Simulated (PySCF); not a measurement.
# Exercise with solution: chemical shift, span and skew from a shielding tensor

ethylmethylamine (C3H9N), SMILES CCNC. Atoms are numbered in the order given.

```xyz
13

C     -1.8847    -0.0928     0.2592
C     -0.4820    -0.5212    -0.1518
N      0.4880     0.5291     0.1005
C      1.8469     0.1783    -0.2570
H     -2.1739     0.8319    -0.2635
H     -2.6238    -0.8755     0.0281
H     -1.9374     0.1031     1.3441
H     -0.2210    -1.4808     0.3555
H     -0.4661    -0.7452    -1.2342
H      0.4454     0.8037     1.0816
H      2.5324     0.9994     0.0055
H      1.9200     0.0264    -1.3477
H      2.2271    -0.7519     0.2248
```

The structure is a stationary point at B3LYP-D3(BJ)/def2-SVP. One conformer was computed; it need not be the lowest.

GIAO shieldings from PBE/pcSseg-1 (PySCF), non-relativistic, no solvent. The symmetric part of the tensor of C1 has the principal values 147.4, 156.3, 181.3 ppm. The same nucleus in TMS has σ = 182.0 ppm at this level (PySCF, at its B3LYP-D3(BJ)/def2-TZVP geometry).

Task: Work out the isotropic shielding, the ¹³C shift against TMS, the span and the skew.

Result: 
σ(iso) = (σ11 + σ22 + σ33)/3 = 161.7 ppm. δ = σ(ref) − σ(iso) = 182.0 − (161.7) = 20.3 ppm.
Span Ω = σ33 − σ11 = 33.9 ppm. Skew κ = 3(σ(iso) − σ22)/Ω = 0.47. Tumbling in solution averages the tensor to δ; in a static solid the shielding alone would spread this spin-1/2 line over Ω.
